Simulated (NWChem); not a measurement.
Molecule: InF2, doublet; SMILES [F][In][F]

```xyz
3

In     0.0000     0.0000     0.2725
F     -1.6912     0.0000    -0.7418
F      1.6912     0.0000    -0.7418
```
Atoms are numbered in this order, from 1.

Program: NWChem. Spin-unrestricted. In the optimisation the excess spin sits in a1 (C2v, its own frame). The geometry was optimised at PBE0/def2-SVP, spin-unrestricted. This spin state was assumed; another may lie lower. No stability test was run on the SCF state. def2 effective core potentials on In; no spin-orbit coupling.

For level B3LYP/def2-SVP:

```
Quantity                                                     Value
-----------------------------------------------------------  -----
highest occupied level (eV)                                  -7.30
lowest empty minus highest occupied level, either spin (eV)   2.37
dipole (D)                                                    2.90
```

Estimate the same quantities for level LDA (Slater exchange, VWN5)/def2-SVP.


| Item | Value |
|---|---|
| highest occupied level (eV) | -6.51 |
| lowest empty minus highest occupied level, either spin (eV) | 0.73 |
| dipole (D) | 2.57 |
